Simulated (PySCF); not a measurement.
How methods differ on the excitation energy of Mg

Mg [Ne] 3s2 (1S) → Mg [Ne] 3s1 4s1 (3S), as a difference of total energies. Computed with PySCF 2.14 in dyall-av3z, with scalar relativity by spin-free X2C-1e. Correlated levels: valence: [Ne] frozen; virtual orbitals above 40 to 60 times the deepest correlated orbital energy dropped. The calculations carry no spin-orbit coupling.

| method | excitation energy (cm⁻¹) |
| --- | --- |
| UHF | 33953 |
| LDA | 40764 |
| PBE | 39835 |
| PBE0 | 39546 |
| r2SCAN | 38988 |
| M06-2X | 41109 |
| BHandHLYP | 40989 |
| LC-wPBE | 39547 |
| MP2 (valence) | 38813 |
| SCS-MP2 (valence) | 40153 |

Errors of the correlated levels include the incompleteness of this basis and the frozen core.

For comparison: 41197 cm⁻¹ (measured; NIST levels).
